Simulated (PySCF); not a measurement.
The numbers below are computed, except where a source is named.
## C2H8Si2

C2H8Si2 is a carbene (divalent C1, bonded to 1 C + 1 Si), neutral, triplet. The structure, one conformer, was relaxed in the gas phase by PBE0-D3(BJ)/def2-SVP. No frequency run checks that it is a minimum.

Singlet and triplet of such a carbene can lie close, and which is the ground state isn't settled here.

SMILES: [SiH3][C]C[SiH3]

```xyz
12

C     0.212    0.094    1.013
Si    1.371   -1.293    1.191
C    -0.848    0.855    0.382
Si   -0.778    0.724   -1.521
H     0.687   -2.508    1.742
H     1.989   -1.674   -0.123
H     2.469   -0.909    2.131
H    -0.790    1.930    0.643
H    -1.853    0.515    0.705
H    -0.906   -0.709   -1.924
H    -1.896    1.511   -2.129
H     0.527    1.256   -2.013
```
Atoms count from 1 in this order.

EPR values by unrestricted B3LYP, IGLO-III on C Si, pcH-1 on H.

(1) Predict g and the largest hyperfine couplings. Where does the spin sit?

(2) How do the isotropic couplings move with BHandHLYP?

Answers

(1) g = 2.0021, 2.0024, 2.0027. The zero-field splitting dominates the spectrum: D = 0.61 cm⁻¹, |E| = 0.0084 cm⁻¹ (spin-spin and spin-orbit parts, DFT, rough). The spin sits on C1 (89 %, bonded to 1 C + 1 Si) by Mulliken populations.
```csv
atom,isotope,isotropic (MHz),"dipolar, principal values (MHz)"
C1,13C,105.7,"-71.5, 32.1, 39.4"
H9,1H,80.0,"-4.3, -3.3, 7.7"
H8,1H,72.7,"-4.5, -4.0, 8.5"
Si4,29Si,-67.3,"-10.1, 4.5, 5.6"
H6,1H,54.3,"-3.1, -2.1, 5.2"
H5,1H,51.4,"-3.1, -2.1, 5.3"
```

(2) C1 105.7 to 128.7 MHz, H9 80.0 to 80.1 MHz, H8 72.7 to 72.5 MHz, Si4 -67.3 to -65.4 MHz.

The 2 runs behind this took 2.1 min in all, one thread each of Arm Neoverse V1 on a shared host, launched as `OMP_NUM_THREADS=1 python cluster_run.py task.json out`.
